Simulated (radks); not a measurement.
Values are calculated unless marked as measured or tabulated.
Charge is removed step by step from the 3d down level of Co, starting from [Ar] 3d(up 5, down 2) 4s2. Code: a radial shooting solver on a logarithmic mesh with Libxc functionals. Model: scalar-relativistic Kohn-Sham, r2SCAN, spin-polarised, spherical densities, finite nucleus; meta-GGA in the generalised Kohn-Sham scheme; Fermi nuclear charge, rms radius 3.7875 fm.

\begin{tabular}{lrrr}
removed (e) & E - E(0) (eV) & eigenvalue (eV) & E minus straight line (eV) \\ \hline
0 & 0.000 & -6.115 & 0.000 \\
0.125 & 0.856 & -7.596 & -0.710 \\
0.25 & 1.901 & -9.137 & -1.231 \\
0.375 & 3.143 & -10.737 & -1.556 \\
0.5 & 4.588 & -12.391 & -1.678 \\
0.625 & 6.243 & -14.098 & -1.589 \\
0.75 & 8.114 & -15.855 & -1.284 \\
0.875 & 10.208 & -17.661 & -0.756 \\
1 & 12.531 & -19.512 & 0.000 \\
\end{tabular}

Removing the whole electron costs 12.531 eV by Delta-SCF, against 6.115 eV from minus the eigenvalue at the starting occupation. Slater's transition state (half an electron removed) gives 12.391 eV. Integrating minus the eigenvalue over the occupation (Janak's theorem) gives 12.532 eV. In this scalar-relativistic scheme the density is built from large components alone, so the theorem holds only approximately. The mean slope of the eigenvalue, de/dn, is 13.4 eV per electron.
